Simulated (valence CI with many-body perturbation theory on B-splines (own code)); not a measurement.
# O2+: calculation against measured levels

Level of theory: relativistic CI+MBPT: four valence electrons over a frozen Dirac-Fock core [He], radial functions for each j: 11 s, 11 p, 10 d, 8 f, 5 g, 2 h, with the one-electron correlation potential Σ1 (screened to all orders), the two-electron term Σ2, the three-electron term Σ3, Breit, model QED; selected single and double excitations, second order for the rest, scaled by the run's own slope (own B-spline code, finite nucleus).

Against 32 measured levels this calculation errs by 133 cm⁻¹ on average and by 418 at most. These come from a selection out of Moore, Selected Tables of Atomic Spectra, NSRDS-NBS 3, section 11. Levels without a partner in it may be off by more. Among the levels kept, up to 2100 cm⁻¹ of a level comes from second order outside the variational space, and about a tenth of that is noise between levels of different J, which matters for small intervals.

Measured levels: Moore, Selected Tables of Atomic Spectra, NSRDS-NBS 3, section 11. Pairs share parity and J, and are chosen by configuration, term and nearness in energy; levels without a clear partner are left out. Some J values that the scan of the source had lost were assigned by a fit. Energies in cm⁻¹ above the measured ground level.

Names give the largest LS component (configuration and term), which can be under half, so a name can repeat, a term be missing and a line seem to break the LS rules; names also repeat where a configuration has a term twice.

| Computed label | Label in the source | Measured | Computed | Difference |
| --- | --- | --- | --- | --- |
| 2s2.2p2 3P_0 | 2s2 2p2 3P | 0 | 0.0 | 0 |
| 2s2.2p2 3P_1 | 2s2 2p2 3P | 113.2 | 124.7 | +12 |
| 2s2.2p2 1D_2 | 2s2 2p2 1D | 20273.3 | 20415.3 | +142 |
| 2s2.2p2 1S_0 | 2s2 2p2 1S | 43185.7 | 43420.7 | +235 |
| 2s.2p3 5S°_2 | 2s 2p3 5S° | 60324.8 | 60128.3 | -196 |
| 2s.2p3 1D°_2 | 2s 2p3 1D° | 187054 | 187322.2 | +268 |
| 2s.2p3 3S°_1 | 2s 2p3 3S° | 197087.7 | 197336.7 | +249 |
| 2s.2p3 1P°_1 | 2s 2p3 1P° | 210461.8 | 210821.3 | +360 |
| 2s2.2p.3s 3P°_0 | 2s2 2p(2P°) 3s 3P° | 267258.7 | 267142.1 | -117 |
| 2s2.2p.3s 3P°_1 | 2s2 2p(2P°) 3s 3P° | 267377.1 | 267277.1 | -100 |
| 2s2.2p.3s 3P°_2 | 2s2 2p(2P°) 3s 3P° | 267634 | 267535.8 | -98 |
| 2s2.2p.3s 1P°_1 | 2s2 2p(2P°) 3s 1P° | 273081.3 | 273027.1 | -54 |
| 2p4 3P_2 | 2p4 3P | 283759.7 | 283913.2 | +153 |
| 2p4 3P_1 | 2p4 3P | 283977.4 | 284139.8 | +162 |
| 2p4 3P_0 | 2p4 3P | 284071.9 | 284201.7 | +130 |
| 2s2.2p.3p 1P_1 | 2s2 2p(2P°) 3p 1P | 290958.2 | 290872.1 | -86 |
| 2s2.2p.3p 3D_1 | 2s2 2p(2P°) 3p 3D | 293866.5 | 293788.2 | -78 |
| 2s2.2p.3p 3D_2 | 2s2 2p(2P°) 3p 3D | 294002.9 | 293922.4 | -80 |
| 2s2.2p.3p 3D_3 | 2s2 2p(2P°) 3p 3D | 294223.1 | 294119.1 | -104 |
| 2s2.2p.3p 3S_1 | 2s2 2p(2P°) 3p 3S | 297558.7 | 297474.9 | -84 |
| 2p4 1D_2 | 2p4 1D | 298294 | 298530.3 | +236 |
| 2s2.2p.3p 3P_1 | 2s2 2p(2P°) 3p 3P | 300312.0 | 300207.6 | -104 |
| 2s2.2p.3p 3P_2 | 2s2 2p(2P°) 3p 3P | 300442.5 | 300335.7 | -107 |
| 2s2.2p.3p 1D_2 | 2s2 2p(2P°) 3p 1D | 306586.1 | 306542.4 | -44 |
| 2s2.2p.3p 1S_0 | 2s2 2p(2P°) 3p 1S | 313802.8 | 313809.4 | +7 |
| 2s2.2p.3d 1D°_2 | 2s2 2p(2P°) 3d 1D° | 324735.7 | 324728.0 | -8 |
| 2s2.2p.3d 1F°_3 | 2s2 2p(2P°) 3d 1F° | 331821.4 | 331859.8 | +38 |
| 2s2.2p.3d 1P°_1 | 2s2 2p(2P°) 3d 1P° | 332778.9 | 332785.8 | +7 |
| 2p4 1S_0 | 2p4 1S | 343306.3 | 343724.5 | +418 |
| 2s2.2p.4s 1P°_1 | 2s2 2p(2P°) 4s 1P° | 358668.9 | 358544.8 | -124 |
| 2s.2p2.3p 3S°_1 | 2s 2p2(4P) 3p 3S° | 363263.4 | 363035.6 | -228 |
| 2s2.2p.4p 1P_1 | 2s2 2p(2P°) 4p 1P | 365726.8 | 365625.6 | -101 |
| 2s2.2p.4p 3S_1 | 2s2 2p(2P°) 4p 3S | 367953.9 | 367838.3 | -116 |

Over 32 excited levels the mean absolute difference is 133 cm⁻¹, the median 106 and the largest 418. The comparison draws on a selection of the measured levels: 33 of the 246 computed ones have a partner in it, and others may be off by more.
